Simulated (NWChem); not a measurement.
All runs are NWChem calculations. System: HIn, charge 1, spin multiplicity 2, at the geometry of a parent with another charge or spin, in a state set for the comparison that need not be this species' ground state. Its SCF solution wasn't tested for a lower state. Level: UPBE0/x2c-SVPall-2c, scalar ZORA.

The NWChem input:

```
start mol
memory heap 200 mb stack 900 mb global 1100 mb
charge 1
geometry units angstroms nocenter noautoz noautosym
  In     0.000000     0.000000     0.037260
  H      0.000000     0.000000    -1.825728
end
basis spherical
  * library x2c-svpall-2c
end
relativistic
  zora on
end
dft
  xc pbe0
  odft
  mult 2
  semidirect memsize 60000000 filesize 0
  iterations 100
  grid fine
end
task dft energy
```

NWChem printed:

```
             Northwest Computational Chemistry Package (NWChem) 7.3.0
             --------------------------------------------------------

                                NWChem Input Module
                                -------------------

 Scaling coordinates for geometry "geometry" by  1.889725989
 (inverse scale =  0.529177249)

                             Geometry "geometry" -> ""
                             -------------------------

 Output coordinates in angstroms (scale by  1.889725989 to convert to a.u.)

  No.       Tag          Charge          X              Y              Z
 ---- ---------------- ---------- -------------- -------------- --------------
    1 In                  49.0000     0.00000000     0.00000000     0.03726000
    2 H                    1.0000     0.00000000     0.00000000    -1.82572800

 Effective nuclear repulsion energy (a.u.)      13.9183318416

            Nuclear Dipole moment (a.u.)
            ----------------------------
        X                 Y               Z
 ---------------- ---------------- ----------------
     0.0000000000     0.0000000000     0.0000226767


 Summary of "ao basis" -> "" (spherical)
 ------------------------------------------------------------------------------
       Tag                 Description            Shells   Functions and Types
 ---------------- ------------------------------  ------  ---------------------
 *                       x2c-svpall-2c                on all atoms

                                 NWChem DFT Module
                                 -----------------

 Summary of "ao basis" -> "ao basis" (spherical)
 ------------------------------------------------------------------------------
       Tag                 Description            Shells   Functions and Types
 ---------------- ------------------------------  ------  ---------------------
 In                      x2c-svpall-2c              18       50   6s8p4d
 H                       x2c-svpall-2c               3        5   2s1p

 Summary of "ao basis" -> "ao basis" (spherical)
 ------------------------------------------------------------------------------
       Tag                 Description            Shells   Functions and Types
 ---------------- ------------------------------  ------  ---------------------
 In                      x2c-svpall-2c              18       50   6s8p4d
 H                       x2c-svpall-2c               3        5   2s1p

            General Information
            -------------------
          SCF calculation type: DFT
          Wavefunction type:  spin polarized.
          No. of atoms     :     2
          No. of electrons :    49
           Alpha electrons :    25
            Beta electrons :    24
          Charge           :     1
          Spin multiplicity:     2
          Use of symmetry is: off; symmetry adaption is: off
          Maximum number of iterations: 100
          AO basis - number of functions:    55
                     number of shells:    21
          Convergence on energy requested:  1.00D-06
          Convergence on density requested:  1.00D-05
          Convergence on gradient requested:  5.00D-04

              XC Information
              --------------
                         PBE0 Method XC Functional
                     Hartree-Fock (Exact) Exchange  0.250
          PerdewBurkeErnzerhof Exchange Functional  0.750
            Perdew 1991 LDA Correlation Functional  1.000 local
           PerdewBurkeErnz. Correlation Functional  1.000 non-local
[...]
     4      0.231723  1 In s                 38     -0.159110  1 In d  0
     6     -0.136282  1 In s                 12      0.128419  1 In pz

                     DFT Final Beta Molecular Orbital Analysis
                     -----------------------------------------

 Vector   22  Occ=1.000000D+00  E=-1.068317D+00
              MO Center=  1.6D-08,  1.6D-08,  3.4D-02, r^2= 4.6D-01
   Bfn.  Coefficient  Atom+Function         Bfn.  Coefficient  Atom+Function
  ----- ------------  ---------------      ----- ------------  ---------------
    39     -0.746708  1 In d  1              37      0.725663  1 In d -1
    34      0.261813  1 In d  1              32     -0.254434  1 In d -1

 Vector   23  Occ=1.000000D+00  E=-1.068317D+00
              MO Center= -2.6D-09,  5.9D-09,  3.4D-02, r^2= 4.6D-01
   Bfn.  Coefficient  Atom+Function         Bfn.  Coefficient  Atom+Function
  ----- ------------  ---------------      ----- ------------  ---------------
    37      0.746708  1 In d -1              39      0.725663  1 In d  1
    32     -0.261813  1 In d -1              34     -0.254434  1 In d  1

 Vector   24  Occ=1.000000D+00  E=-6.112989D-01
              MO Center= -1.3D-08,  2.0D-08, -5.9D-01, r^2= 1.9D+00
   Bfn.  Coefficient  Atom+Function         Bfn.  Coefficient  Atom+Function
  ----- ------------  ---------------      ----- ------------  ---------------
     5      0.915062  1 In s                  4     -0.561313  1 In s
    51      0.225902  2 H  s                  3      0.153967  1 In s
    21     -0.124170  1 In pz                15      0.098789  1 In pz
     2     -0.077170  1 In s                 52      0.073198  2 H  s
    24     -0.071603  1 In pz                 6      0.063397  1 In s

 Vector   25  Occ=0.000000D+00  E=-3.730750D-01
              MO Center= -3.9D-08,  2.3D-08, -3.1D-01, r^2= 3.3D+00
   Bfn.  Coefficient  Atom+Function         Bfn.  Coefficient  Atom+Function
  ----- ------------  ---------------      ----- ------------  ---------------
     5      0.549156  1 In s                 51     -0.342126  2 H  s
     4     -0.309671  1 In s                 21      0.308393  1 In pz
    24      0.286614  1 In pz                52     -0.282834  2 H  s
    15     -0.259878  1 In pz                 6      0.133463  1 In s
    12      0.112898  1 In pz                38      0.110842  1 In d  0

 Vector   26  Occ=0.000000D+00  E=-2.793279D-01
              MO Center=  1.8D-08, -2.0D-08, -2.3D-02, r^2= 3.6D+00
   Bfn.  Coefficient  Atom+Function         Bfn.  Coefficient  Atom+Function
  ----- ------------  ---------------      ----- ------------  ---------------
    23      0.510974  1 In py                22      0.459175  1 In px
    20      0.346805  1 In py                19      0.311649  1 In px
    14     -0.276446  1 In py                13     -0.248422  1 In px
    11      0.123039  1 In py                10      0.110566  1 In px
     8     -0.037130  1 In py                 7     -0.033366  1 In px

 Vector   27  Occ=0.000000D+00  E=-2.793279D-01
              MO Center=  1.5D-07, -1.3D-07, -2.3D-02, r^2= 3.6D+00
   Bfn.  Coefficient  Atom+Function         Bfn.  Coefficient  Atom+Function
  ----- ------------  ---------------      ----- ------------  ---------------
    22      0.510974  1 In px                23     -0.459175  1 In py
    19      0.346805  1 In px                20     -0.311649  1 In py
    13     -0.276446  1 In px                14      0.248422  1 In py
    10      0.123039  1 In px                11     -0.110566  1 In py
     7     -0.037130  1 In px                 8      0.033366  1 In py

   alpha - beta orbital overlaps
   -----------------------------

   alpha      1      2      3      4      5      6      7      8      9     10
    beta      1      2      3      4      5      6      7      8      9     10
 overlap   1.000  1.000  1.000  1.000  1.000  1.000  1.000  1.000  1.000  1.000

   alpha     11     12     13     14     15     16     17     18     19     20
    beta     11     12     13     14     15     16     17     18     21     19
 overlap   1.000  1.000  1.000  1.000  1.000  1.000  1.000  1.000  1.000  1.000

   alpha     21     22     23     24     25     26     27     28     29     30
    beta     20     22     23     24     25     26     27     28     29     30
 overlap   1.000  1.000  1.000  0.978  0.981  0.999  0.999  0.989  0.998  0.996

   alpha     31     32     33     34     35     36     37     38     39     40
    beta     31     32     33     34     35     36     37     38     39     40
 overlap   0.996  1.000  1.000  0.998  0.997  0.997  0.999  0.996  1.000  1.000

   alpha     41     42     43     44     45     46     47     48     49     50
    beta     41     42     43     44     45     46     47     48     49     50
 overlap   1.000  1.000  1.000  1.000  1.000  1.000  1.000  1.000  1.000  1.000

   alpha     51     52     53     54     55
    beta     51     52     53     54     55
 overlap   1.000  1.000  1.000  1.000  1.000

     --------------------------
     Expectation value of S2:
     --------------------------
      <S2> =      0.7643 (Exact =     0.7500)

 center of mass
 --------------
 x =   0.00000000 y =   0.00000000 z =   0.03980101

 moments of inertia (a.u.)
 ------------------
          12.382556571166           0.000000000000           0.000000000000
           0.000000000000          12.382556571166           0.000000000000
           0.000000000000           0.000000000000           0.000000000000

     Multipole analysis of the density
     ---------------------------------

     L   x y z        total         alpha         beta         nuclear
     -   - - -        -----         -----         ----         -------
     0   0 0 0      1.000000    -25.000000    -24.000000     50.000000

     1   1 0 0      0.000000      0.000000      0.000000      0.000000
     1   0 1 0     -0.000000     -0.000000     -0.000000      0.000000
     1   0 0 1     -0.045580      0.423717     -0.469320      0.000023

     2   2 0 0    -14.268894     -7.874782     -6.394112      0.000000
     2   1 1 0      0.000000      0.000000     -0.000000      0.000000
     2   1 0 1      0.000000      0.000000      0.000000      0.000000
     2   0 2 0    -14.268894     -7.874782     -6.394112      0.000000
     2   0 1 1     -0.000000     -0.000000      0.000000      0.000000
     2   0 0 2    -14.766475    -18.122670     -8.790101     12.146296

 Task  times  cpu:        9.6s     wall:        9.6s

 Total times  cpu:        9.7s     wall:        9.7s
```
